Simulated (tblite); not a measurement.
Compound: C2H7FGeNO (doublet state).
Bonds: C1–C2, C2–O3, C2–N4, N4–Ge5, Ge5–F6. Hydrogens: H7, H8, H9 on C1; H10 on O3; H11 on N4; H12, H13 on Ge5.

Computed with GFN2-xTB (tblite), gas phase: L-BFGS steps from a force-field or distance-geometry start until the largest atomic force falls under 0.01 eV/Å.

Step 80: E = -584.8500 eV
```
atom  x, y, z in Å  |  force x, y, z in eV/Å
C1     -1.8586   -0.6695   -0.1163    0.031   0.018   0.006
C2     -0.5370   -0.0550   -0.4709    0.027   0.018  -0.033
O3     -0.3960    1.3342   -0.3325   -0.033  -0.007  -0.007
N4      0.6405   -0.6261   -0.0175   -0.021  -0.059   0.029
Ge5     1.9167    0.5019    0.6330    0.012  -0.049   0.003
F6      3.0441   -0.6924    1.2393    0.007   0.000  -0.003
H7     -2.6743   -0.0819   -0.5357    0.034  -0.029   0.004
H8     -2.0023   -0.7329    0.9709   -0.006   0.030  -0.007
H9     -1.9107   -1.6779   -0.5215   -0.021  -0.003  -0.002
H10    -1.0764    1.7854   -0.8409   -0.010   0.013   0.018
H11     0.5811   -1.5924    0.2682   -0.003   0.026  -0.003
H12     2.6570    1.1774   -0.4730    0.004   0.028  -0.039
H13     1.6115    1.3297    1.8502   -0.021   0.014   0.034
```

Step 81: E = -584.8508 eV
```
atom  x, y, z in Å  |  force x, y, z in eV/Å
C1     -1.8585   -0.6670   -0.1202    0.029   0.016   0.015
C2     -0.5358   -0.0549   -0.4719    0.040   0.016  -0.032
O3     -0.3939    1.3334   -0.3326   -0.052   0.024  -0.023
N4      0.6412   -0.6282   -0.0196   -0.021  -0.067   0.043
Ge5     1.9179    0.4998    0.6317    0.020  -0.047  -0.016
F6      3.0479   -0.6916    1.2376    0.007  -0.008  -0.003
H7     -2.6736   -0.0893   -0.5546    0.043  -0.026   0.006
H8     -2.0113   -0.7163    0.9667   -0.007   0.023  -0.015
H9     -1.9008   -1.6795   -0.5140   -0.037  -0.029   0.002
H10    -1.0913    1.7840   -0.8192    0.016   0.005   0.029
H11     0.5796   -1.5920    0.2760   -0.010   0.042  -0.017
H12     2.6559    1.1751   -0.4761    0.002   0.027  -0.035
H13     1.6183    1.3270    1.8494   -0.029   0.024   0.047
```

Problem. Estimate the geometry and energy of step 82. (The exact step hangs on the optimiser's Hessian estimate; all steps are aligned on step 81, rigid shifts and turns removed.)

Solution. E = -584.8516 eV, largest force 0.065 eV/Å
```
atom  x, y, z in Å  |  force x, y, z in eV/Å
C1     -1.8575   -0.6646   -0.1247    0.010   0.004   0.016
C2     -0.5340   -0.0547   -0.4738    0.039   0.011  -0.020
O3     -0.3941    1.3331   -0.3317   -0.042   0.039  -0.028
N4      0.6417   -0.6300   -0.0198   -0.013  -0.045   0.045
Ge5     1.9207    0.4970    0.6304    0.020  -0.026  -0.027
F6      3.0517   -0.6927    1.2359    0.008  -0.014  -0.004
H7     -2.6722   -0.0980   -0.5743    0.049  -0.012   0.005
H8     -2.0204   -0.6977    0.9619   -0.003   0.009  -0.026
H9     -1.8926   -1.6815   -0.5066   -0.041  -0.048   0.016
H10    -1.1078    1.7816   -0.7964    0.028   0.005   0.029
H11     0.5783   -1.5916    0.2833   -0.019   0.041  -0.025
H12     2.6565    1.1735   -0.4799   -0.007   0.016  -0.022
H13     1.6253    1.3261    1.8488   -0.029   0.020   0.042
```

The energy changes by -0.0008 eV. The first-order estimate −F·Δx gives -0.0011 eV and the mean of the old and new forces, exact on a quadratic surface, -0.0008 eV. The step makes an angle of 82° with the force vector and moves no atom by more than 0.028 Å.

The cost below is that of the whole relaxation. Hardware: Arm Neoverse V1, one thread (shared host). Cost: 0.65 s of wall time.
